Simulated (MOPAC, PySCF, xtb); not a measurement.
Dimer: H2O (SMILES O) (first 3 atoms) with Si2H6 (SMILES [SiH3][SiH3]); geometry from B3LYP-D3(BJ)/def2-TZVP, rigid monomers moved along the line of their centres of mass till O1···Si5 is 3.58 Å.
(charge 0, multiplicity 1):
```xyz
11

O      0.76909     0.68806     0.74716
H      1.57405     0.16663     0.65640
H      0.17031     0.35820     0.06838
Si    -0.60411    -1.31759     3.39548
Si    -0.59230     0.93797     4.04898
H      0.76891    -1.80132     3.10465
H     -1.43218    -1.52178     2.18041
H     -1.16283    -2.18693     4.46323
H      0.78897     1.47031     4.07647
H     -1.15738     1.06652     5.41799
H     -1.42459     1.75433     3.13632
```

Interaction energies are E(AB) − E(A) − E(B) at the monomers' geometry in the complex; basis-set methods are counterpoise corrected. Rows marked so take none.

Rows in 3-21G, 6-31G* carry no dispersion term and start afresh at each structure (6-31G* with six Cartesian d functions). The state reached by PM3 isn't checked.

Programs: MOPAC for PM3 (differences of heats of formation); PySCF for 3-21G rows, 6-31G* rows; xtb for the GFN methods. Each number belongs to the level named beside it.

Q: One of these levels gives -8.3 kJ/mol for the interaction energy. Which one is it?
A. GFN2-xTB
B. B3LYP/3-21G (no counterpoise)
C. PM3
D. B3LYP/6-31G* (no counterpoise)

A: A, GFN2-xTB. The others give 5.1 (PM3), -38.3 (B3LYP/3-21G (no counterpoise)), -16.9 (B3LYP/6-31G* (no counterpoise))
